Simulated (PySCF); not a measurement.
**Correlation energy of Fe+ (iron, charge +1)**

[Ar] 3d6 4s1, high-spin 6D determinant. Calculation: PySCF 2.14, in pcseg-2; the non-relativistic Hamiltonian (point nucleus). Frozen: [Ar]; 7 electrons correlated.

MP2 pair energies summed by pair of shells (mhartree):

| pair | energy | share (%) |
| --- | --- | --- |
| 3d-3d | -106.85 | 86.4 |
| 3d-4s | -16.83 | 13.6 |

Total MP2 correlation energy: -123.68 mhartree.

Same-spin part -73.97 and opposite-spin part -49.71 mhartree; SCS-MP2 scales them by 1/3 and 6/5 to -84.31 mhartree.
